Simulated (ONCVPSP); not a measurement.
molybdenum (Mo): one change to an ONCV potential, before and after

- Element: Mo
- Generator: ONCVPSP 4.0.1
- Type: optimised norm-conserving Vanderbilt (ONCV)
- Functional: LDA (Perdew-Wang 92)
- Relativity: fully relativistic
- Frozen core: [Ar] 3d10
- Valence charge: 14
- Reference configuration: 4s2 4p6 4d6
- Partial waves: 4s: rc 1.45 bohr, ncon 4, nbas 9, qcut 7.8 1/bohr, 2 projectors, debl 3.6 Ha; 4p: rc 1.45 bohr, ncon 4, nbas 8, qcut 9.6 1/bohr, 2 projectors, debl 1.5 Ha; 4d: rc 2.10 bohr, ncon 4, nbas 8, qcut 9.1 1/bohr, 3 projectors, debl 0.3 Ha
- Local potential: polynomial inside 1.05 bohr (lpopt 5, dvloc0 -1 Ha)
- Core correction: Teter function, fcfact 2.75, rcfact 1.7

Open shells are filled in proportion to 2j + 1.

All-electron outer shells of the reference configuration (LDA (PZ), scalar-relativistic, ld1.x):

| shell | level (eV) | outermost node (bohr) | outermost maximum (bohr) |
| --- | --- | --- | --- |
| 4s | -62.33 | 0.51 | 0.99 |
| 4p | -36.59 | 0.52 | 1.06 |
| 4d | -2.52 | 0.53 | 1.42 |

Change: s: qcut 5; p: qcut 6.2; d: qcut 5.8.

Cutoffs: the cutoffs (Ha) at which the residual kinetic energy of the hardest occupied pseudo-wave falls to 1 and 0.1 mHa per electron; they do not see the model core or the augmentation charge, which bear on the density cutoff. Errors are all-electron minus pseudo energies relative to the spin-unpolarised reference configuration.

Question: How do hardness, ghosts and transferability respond?

Answer: The potential gets harder (30 Ha and 36 Ha → 77 Ha and 115 Ha); of the 3 tests that both files solve, the error grows in 1 and shrinks in 0 by more than 15 % and 0.3 meV (median size 0.7 → 0.8 meV); neither file shows a bound ghost.

| quantity | base | changed |
| --- | --- | --- |
| cutoff, loose | 30 Ha | 77 Ha |
| cutoff, tight | 36 Ha | 115 Ha |
| loose cutoff by channel | s 24 Ha, p 30 Ha, d 20 Ha | s 77 Ha, p 18 Ha, d 14 Ha |
| bound ghosts | none | none |
| GHOST(+) flags under 300 eV | s at 150.8 eV | s at 125.5 eV |
| tests with a reliable result | 3 of 4 | 3 of 4 |
| error for 4s2 4p6 4d5 5s1, meV [ΔE -0.82 eV] | -0.7 | +0.8 |
| error for 4s2 4p6 4d5, meV [ΔE 6.36 eV] | -0.1 | 0.0 |
| error for 4s2 4p6 4d4, meV [ΔE 22.06 eV] | -1.2 | +3.8 |
| s: phases at 1.47 bohr within 0.05 rad from the reference energy up to (Ha; the scan ends near 5) | 4.1 | 3.3 |
| p3/2: phases at 1.47 bohr within 0.05 rad from the reference energy up to (Ha; the scan ends near 5) | 4.8 | 4.6 |
| p1/2: phases at 1.47 bohr within 0.05 rad from the reference energy up to (Ha; the scan ends near 5) | 4.7 | 4.5 |
| d5/2: phases at 2.13 bohr within 0.05 rad from the reference energy up to (Ha; the scan ends near 5) | to the end of the scan | to the end of the scan |
| d3/2: phases at 2.13 bohr within 0.05 rad from the reference energy up to (Ha; the scan ends near 5) | to the end of the scan | to the end of the scan |
| rms error of d²Exc/dni dnj with the model core, mHa | 3.87 | 3.43 |
